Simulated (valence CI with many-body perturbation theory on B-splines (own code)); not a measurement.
## Valence orbitals of Pb

Calculated by relativistic CI+MBPT: four valence electrons over a frozen Dirac-Fock core [Xe] 4f14 5d10, a basis of 11 s, 11 p, 9 d, 7 f, 5 g, 2 h, 1 i functions for each j, with the one-electron correlation potential Σ1, the two-electron term Σ2, the three-electron term Σ3, Breit, model QED; selected CI, second order for the rest, scaled by the run's own slope (own B-spline code, finite nucleus).

Set against measurement, 21 paired levels are off by 151 cm⁻¹ on average, the worst by 460. These come from a selection out of the NIST Handbook of Basic Atomic Spectroscopic Data. Levels without a partner in it may be off by more.

These are the spectroscopic orbitals of the CI (the correlating ones are not listed), shaped by the core and the other valence electrons. h is the expectation value of the core's Dirac-Fock operator, without the valence repulsion; Σ1 is computed up to l = 3 at one energy for each symmetry, that of its lowest orbital but kept below the first core excitation, so for empty shells it is not the orbital's own correlation shift; Breit and QED include the response of the core.

| Orbital | h (hartree) | Σ1 (cm⁻¹) | Breit (cm⁻¹) | QED (cm⁻¹) | ⟨r⟩ (bohr) |
| --- | --- | --- | --- | --- | --- |
| 6s1/2 | -1.4562 | -13110 | 186 | 287 | 2.444 |
| 7s1/2 | -0.56057 | -1117 | 20.5 | 29.6 | 7.333 |
| 8s1/2 | -0.28061 | -289 | 5.5 | 8.0 | 15.68 |
| 9s1/2 | -0.1701 | -122 | 2.3 | 3.4 | 26.90 |
| 6p1/2 | -1.0945 | -8367 | 197 | 13.3 | 3.164 |
| 7p1/2 | -0.41402 | -645 | 18.3 | 1.1 | 10.04 |
| 8p1/2 | -0.22568 | -223 | 6.5 | 0.4 | 19.78 |
| 9p1/2 | -0.14311 | -106 | 3.1 | 0.2 | 32.42 |
| 6p3/2 | -0.99008 | -6038 | 68.0 | 16.9 | 3.606 |
| 7p3/2 | -0.39029 | -600 | 8.0 | 1.9 | 10.74 |
| 8p3/2 | -0.21587 | -210 | 3.4 | 0.7 | 20.75 |
| 9p3/2 | -0.13822 | -101 | 1.7 | 0.3 | 33.61 |
| 6d3/2 | -0.42945 | -283 | 1.1 | -0.3 | 9.440 |
| 7d3/2 | -0.23335 | -120 | 0.6 | -0.1 | 19.70 |
| 8d3/2 | -0.14714 | -60.7 | 0.3 | -0.1 | 32.80 |
| 6d5/2 | -0.42638 | -266 | 0.1 | -0.1 | 9.491 |
| 7d5/2 | -0.23127 | -110 | 0.0 | -0.1 | 19.80 |
| 8d5/2 | -0.146 | -55.8 | 0.0 | 0.0 | 32.93 |
| 5f5/2 | -0.22044 | -11.7 | 0.0 | 0.0 | 17.89 |
| 6f5/2 | -0.14155 | -7.2 | 0.0 | 0.0 | 31.23 |
| 5f7/2 | -0.22057 | -11.7 | 0.0 | 0.0 | 17.88 |
| 6f7/2 | -0.14163 | -7.2 | 0.0 | 0.0 | 31.21 |
| 5g7/2 | -0.14008 |  | 0.0 | 0.0 | 27.47 |
| 5g9/2 | -0.14008 |  | 0.0 | 0.0 | 27.47 |

Among the shells of the start configuration 6s2 6p2, Σ1 is largest in size for 6s1/2, where it is 4.1 % of h.

Lowest root of each symmetry, sizes in configuration state functions:

```tsv
J	Parity	Roots	Reference	Variational	Second order	Change by selected CI (cm⁻¹)	Change by second order (cm⁻¹)
0	even	6	8	27356	588001	-10375	-49
1	even	9	15	40000	1505685	-10204	-127
2	even	8	17	39999	2846204	-11113	-181
3	even	5	11	40000	2832687	-12005	-87
4	even	3	6	28038	2010181	-12041	-59
0	odd	4	6	19871	342119	-11877	-46
1	odd	8	15	39998	1564712	-12017	-102
2	odd	8	16	40000	2717702	-12021	-172
3	odd	5	12	39994	2689181	-12429	-139
4	odd	3	7	34188	2375697	-11981	-64
5	odd	2	3	19360	1400925	-11995	-49
```
